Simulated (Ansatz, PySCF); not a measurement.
Gas-phase reaction (SMILES): F[Si](F)(I)I + 4 [H][H] (H2) → 2 F (HF) + 2 I (HI) + [SiH4] (SiH4); energy of full hydrogenation.

Structures are relaxed separately at B3LYP-D3(BJ)/def2-TZVP in Ansatz (a quantum-chemistry and plane-wave program). Valence correlation only, unless marked. Spin-orbit coupling is left out. The frozen core is the preceding noble-gas configuration, with the filled d and f shells of earlier blocks. In def2 rows, elements after Kr have scalar-relativistic effective core potentials. CBS marks a two-point X^-3 extrapolation of the correlation energy; Hartree-Fock from the larger set. Thermal terms are rigid-rotor harmonic-oscillator values from B3LYP-D3(BJ) frequencies (PySCF) at 298.15 K and 1 atm. 1 Eh = 627.5095 kcal/mol.

| species | E, CCSD(T)/CBS(def2-TZVPPD,def2-QZVPPD) (Ansatz) (Eh) | E, wB97X-V/def2-TZVPD (Ansatz) (Eh) | H - E (Eh) | G - E (Eh) |
|---|---|---|---|---|
| F[Si](F)(I)I | -1082.58785 | -1084.77948 | 0.01556 | -0.02600 |
| [H][H] (H2) | -1.17452 | -1.17238 | 0.01336 | -0.00144 |
| F (HF) | -100.39266 | -100.45520 | 0.01259 | -0.00713 |
| I (HI) | -297.45390 | -298.29346 | 0.00854 | -0.01490 |
| [SiH4] (SiH4) | -291.45830 | -291.83995 | 0.03520 | 0.01198 |

Problem. Work out ΔE and ΔH, ΔG, ΔS and the equilibrium constant at 298.15 K at the first level, then ΔH at the second.

Solution. 
1. ΔE = [2×(-100.39266) + 2×(-297.45390) + (-291.45830)] - [(-1082.58785) + 4×(-1.17452)] = 0.13451 Eh = 84.4 kcal/mol at CCSD(T)/CBS(def2-TZVPPD,def2-QZVPPD).
2. The terms H - E add up to 0.00846 Eh, so ΔH = (0.13451 + (0.00846))×627.5095 = 89.7 kcal/mol.
3. The terms G - E add up to -0.00032 Eh, so ΔG = 84.2 kcal/mol, and ΔS = (0.00846 - (-0.00032))×627509.5/298.15 = 18.5 cal/(mol K).
4. log10 K = -ΔG/(RT ln 10) = -61.7, with RT ln 10 = 1.3642 kcal/mol.
5. At wB97X-V/def2-TZVPD the same steps give ΔE = 82.7 and ΔH = 88.0 kcal/mol, a shift of -1.7 from the first level.
6. These values are not checked against measurement here, since the tables used lack a sound gas-phase enthalpy of formation for at least one species.
